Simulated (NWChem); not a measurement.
Molecule: NH3Te; SMILES N[TeH]

Results from NWChem. Medium grid unless said otherwise, to which SCAN and Minnesota functionals are sensitive. Geometry: optimised at PBE0/def2-SVP. def2 effective core potentials on Te; no spin-orbit coupling. Hybrids' shares of exact exchange are those that their runs print; pure functionals count as 0. The functionals differ in more than this share.

```csv
row,share of exact exchange,orbital gap (eV)
PBE/def2-SVP,0.00,3.39
"LDA (Slater exchange, VWN5)/def2-SVP",0.00,3.33
B3LYP/def2-SVP,0.20,withheld
PBE0/def2-SVP,0.25,5.40
MN15/def2-SVP,0.44,6.55
BHandHLYP/def2-SVP,0.50,7.27
```

Fit a straight line of the last column on the one before it, predict the withheld value, and compare with the run.


1. Means of the 5 shown rows: x = 0.238, y = 5.188. Slope Σ(x − x̄)(y − ȳ)/Σ(x − x̄)² = 1.693/0.2229 = 7.597; intercept 3.380.
2. The shown rows scatter about the line by 0.105 (root mean square); the largest residual is -0.17, at MN15/def2-SVP.
3. At x = 0.20 (B3LYP/def2-SVP; inside the shown range) the line gives 4.90.
4. The run gives 4.92, +0.02 from the line, 0.2 times the scatter.
